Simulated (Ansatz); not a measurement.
Relaxation of ClH5NOSbSi (10 atoms, charge 0, multiplicity 1), to a largest force component of 0.015 eV/Å in at most 40 steps.

These are results of Ansatz, RKS r2SCAN-D4/def2-SVP, not measurements.

```xyz
10
Properties=species:S:1:pos:R:3:forces:R:3
N -1.262 -0.402 -0.592 -1.22 2.53 -0.35
Si 0.372 -0.606 -0.059 0.18 -0.93 0.57
O 0.360 -1.644 1.291 0.54 1.81 -0.85
Cl 1.569 -1.444 -1.613 -0.62 0.31 0.54
Sb 1.382 1.611 0.558 0.14 0.95 0.83
H -1.814 0.130 0.179 1.10 -1.29 -1.45
H -1.248 0.329 -1.388 -0.18 -1.55 1.27
H 0.013 -2.467 0.977 -0.48 -1.31 -0.09
H -0.059 2.077 1.524 0.63 -0.30 -0.58
H 0.770 2.364 -0.874 -0.08 -0.21 0.12
```

Q: Where does it end, and by what steps?

A: It converged. After 13 steps the energy has fallen by 0.504 eV; H7 moved furthest, 0.65 Å.

```json
{"step": "0", "energy less start (eV)": "0.0000", "largest force component (eV/Å)": "2.534", "accepted": "yes"}
{"step": "1", "energy less start (eV)": "-0.3120", "largest force component (eV/Å)": "1.350", "accepted": "yes"}
{"step": "2", "energy less start (eV)": "-0.3855", "largest force component (eV/Å)": "0.894", "accepted": "yes"}
{"step": "3", "energy less start (eV)": "-0.4485", "largest force component (eV/Å)": "0.385", "accepted": "yes"}
{"step": "4", "energy less start (eV)": "-0.4836", "largest force component (eV/Å)": "0.331", "accepted": "yes"}
{"step": "5", "energy less start (eV)": "-0.4959", "largest force component (eV/Å)": "0.213", "accepted": "yes"}
{"step": "6", "energy less start (eV)": "-0.5028", "largest force component (eV/Å)": "0.059", "accepted": "yes"}
{"step": "7", "energy less start (eV)": "-0.5035", "largest force component (eV/Å)": "0.031", "accepted": "yes"}
{"step": "8", "energy less start (eV)": "-0.5036", "largest force component (eV/Å)": "0.119", "accepted": "yes"}
{"step": "9", "energy less start (eV)": "-0.5039", "largest force component (eV/Å)": "0.034", "accepted": "yes"}
{"step": "10", "energy less start (eV)": "-0.5041", "largest force component (eV/Å)": "0.033", "accepted": "yes"}
{"step": "11", "energy less start (eV)": "-0.5042", "largest force component (eV/Å)": "0.016", "accepted": "yes"}
{"step": "12", "energy less start (eV)": "-0.5042", "largest force component (eV/Å)": "0.013", "accepted": "no"}
{"step": "13", "energy less start (eV)": "-0.5042", "largest force component (eV/Å)": "0.004", "accepted": "yes"}
```

```xyz
10
Properties=species:S:1:pos:R:3
N -1.299 -0.449 -0.619
Si 0.336 -0.490 -0.072
O 0.452 -1.509 1.233
Cl 1.382 -1.216 -1.730
Sb 1.569 1.622 0.731
H -2.002 -0.011 -0.028
H -1.475 -0.240 -1.598
H -0.058 -2.327 1.147
H 0.168 2.111 1.604
H 1.010 2.458 -0.663
```

Time of the run: 68 s on 2 threads of Arm Neoverse V2 (shared host), peak memory 0.21 GiB.
